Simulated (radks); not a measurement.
Dy62+, configuration [He] 2s2.

Calculated with a radial shooting solver on a logarithmic mesh with Libxc functionals: non-relativistic Kohn-Sham, PBE, spin-polarised, spherical densities, point nucleus; relativity is left out, which matters for an element this heavy.

Energy parts (hartree):
| part | energy |
|---|---|
| total | -5341.7590 |
| kinetic | 5341.6469 |
| electron-nucleus | -10785.8381 |
| Hartree | 155.5398 |
| exchange-correlation | -53.1076 |

Orbitals (lengths in bohr, moments of r in powers of bohr; r(90%) holds 90 % of the orbital's charge):
| orbital | occ. | eigenvalue (hartree) | <1/r> | r(90%) |
|---|---|---|---|---|
| 1s | 2 | -2095.162 | 65.63 | 0.0407 |
| 2s | 2 | -505.2648 | 16.08 | 0.142 |

The highest occupied level is 2s at -13749.0 eV. For comparison, the ionisation energy in NIST's Atomic Spectra Database is 14936 eV (theoretical). In exact Kohn-Sham theory the highest level is minus the ionisation energy, but local and semilocal functionals leave it too shallow, through self-interaction and a potential that decays too fast; potentials with the right tail come closer. Summed over all electrons, <r^2> = 0.02159 bohr^2, which gives a Langevin (diamagnetic) susceptibility term of -0.0171 x 10^-6 cm^3/mol.
